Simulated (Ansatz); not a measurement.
C$_{3}$H$_{10}$OSi, SMILES `CCCO[SiH3]` at its PBE0-D4/def2-TZVP geometry, where that method's forces vanish. Total charge 0; spin multiplicity 1.

```xyz
15

C     1.7914   -1.5207    0.5781
C     0.3196   -1.2291    0.3450
C     0.0830    0.2119   -0.0428
O    -1.2986    0.4315   -0.2459
Si   -1.9030    1.8931   -0.6851
H     2.3833   -1.3271   -0.3209
H     1.9471   -2.5644    0.8567
H     2.1982   -0.9002    1.3815
H    -0.2618   -1.4458    1.2462
H    -0.0780   -1.8713   -0.4467
H     0.6416    0.4484   -0.9601
H     0.4583    0.8780    0.7476
H    -3.3704    1.7275   -0.7960
H    -1.5769    2.9326    0.3320
H    -1.3339    2.3354   -1.9896
```

Question: What forces (eV/Å) does PBE-D4/def2-TZVPP give on these atoms in Ansatz? (Estimate.)

Answer: The calculation gave: 
```
C1   0.019 -0.023  0.008
C2   0.017 -0.032  0.010
C3   0.221 -0.029  0.031
O4  -0.362 -0.368  0.056
Si5 -0.117  0.310 -0.092
H6   0.125  0.036 -0.172
H7   0.043 -0.203  0.056
H8   0.089  0.118  0.156
H9  -0.123 -0.050  0.179
H10 -0.086 -0.134 -0.155
H11  0.141  0.056 -0.196
H12  0.102  0.149  0.171
H13 -0.156 -0.025 -0.010
H14  0.030  0.130  0.108
H15  0.057  0.064 -0.149
```
